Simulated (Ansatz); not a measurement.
Geometry optimisation, RKS PBE-D4/def2-SVP (Ansatz).

The input (input.yaml):

```yaml
crystal:
  periodic: [false, false, false]
  atoms:
    - { symbol: Ti, position_ang: [0.047701, 0.710094, -0.534614] }
    - { symbol: O, position_ang: [0.86513, -0.644239, 2.155067] }
    - { symbol: H, position_ang: [-0.09071, -0.847874, 2.209714] }
    - { symbol: O, position_ang: [1.36663, -0.431611, -0.419755] }
    - { symbol: H, position_ang: [1.381971, -0.747146, 0.547117] }
    - { symbol: F, position_ang: [-0.181855, 1.177304, -2.198293] }
    - { symbol: F, position_ang: [-1.360713, -0.090386, 0.164934] }
    - { symbol: Br, position_ang: [0.587168, 2.658112, 0.967525] }
    - { symbol: H, position_ang: [0.903878, 0.322647, 2.381805] }
basis:
  gaussian: { orbitals: def2-SVP }
hamiltonian:
  xc: pbe
  dispersion: d4
relax:
  f_tol: 0.03
  max_steps: 50
```

Run as:

```bash
$ ansatz run input.yaml --threads 4 --pin off --max-ram 5120MiB --backend cpu --events-out ev --progress --plain --runs-dir out
```

Where does it end, and by what steps?

It converged. After 8 steps the energy has fallen by 0.071 eV; Br8 moved furthest, 0.13 Å.

```csv
step,energy less start (eV),largest force component (eV/Å),accepted
0,0.0000,0.810,yes
1,-0.0543,0.460,yes
2,-0.0686,0.097,yes
3,-0.0691,0.056,yes
4,-0.0699,0.046,yes
5,-0.0705,0.052,yes
6,-0.0709,0.059,yes
7,-0.0711,0.042,yes
8,-0.0712,0.010,yes
```

```xyz
9
Properties=species:S:1:pos:R:3
Ti 0.056 0.742 -0.521
O 0.841 -0.699 2.177
H -0.127 -0.825 2.087
O 1.393 -0.383 -0.388
H 1.423 -0.711 0.571
F -0.228 1.150 -2.195
F -1.332 -0.047 0.239
Br 0.572 2.645 0.836
H 0.921 0.234 2.466
```

Whether the end is a true minimum wasn't checked by a vibrational analysis.

Run time: 23 s on 4 threads of Arm Neoverse V1, on a shared host, peak memory 0.22 GiB.
